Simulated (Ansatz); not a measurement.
Ansatz (a quantum-chemistry and plane-wave program) input:

Ansatz 0.2 input:
```yaml
crystal:
  periodic: [false, false, false]
  atoms:
    - {symbol: C, position_ang: [-0.75750829, 1.45706416, -0.92113793]}
    - {symbol: Si, position_ang: [1.01327190, 1.56107871, -0.49226263]}
    - {symbol: C, position_ang: [1.72860412, -0.20354340, -0.28237130]}
    - {symbol: Si, position_ang: [0.66298604, -1.26961736, 0.83386247]}
    - {symbol: C, position_ang: [-1.09664299, -1.36966421, 0.19269824]}
    - {symbol: Si, position_ang: [-1.89169253, 0.36237516, -0.00179530]}
    - {symbol: H, position_ang: [-1.20037586, 2.41734496, -1.19856603]}
    - {symbol: H, position_ang: [1.83921803, 2.20262962, -1.57212285]}
    - {symbol: H, position_ang: [1.59096694, 2.27803044, 0.71157997]}
    - {symbol: H, position_ang: [1.79951260, -0.66884469, -1.26644503]}
    - {symbol: H, position_ang: [2.74773859, -0.15110640, 0.10567686]}
    - {symbol: H, position_ang: [1.25195643, -2.64280052, 0.96592689]}
    - {symbol: H, position_ang: [0.68622761, -0.75960232, 2.22374193]}
    - {symbol: H, position_ang: [-1.70557761, -1.98943770, 0.85383217]}
    - {symbol: H, position_ang: [-1.09976094, -1.86475994, -0.77923073]}
    - {symbol: H, position_ang: [-2.43227206, 0.61682181, 1.39181890]}
    - {symbol: H, position_ang: [-3.19010649, 0.12809898, -0.72218971]}
basis:
  gaussian:
    orbitals: def2-TZVP
hamiltonian:
  xc: b3lyp
  dispersion: d3bj
total_charge: -1
relax: {f_tol: 0.002, max_steps: 150}
```

Task: What final total energy does it print?

Result: -989.63717 Eh (B3LYP-D3(BJ)/def2-TZVP). The basis has 270 functions. The run takes about 5 core-minutes (a rough figure).

It need not be the lowest isomer of its formula. Whether it binds its extra electron was not tested at this geometry.
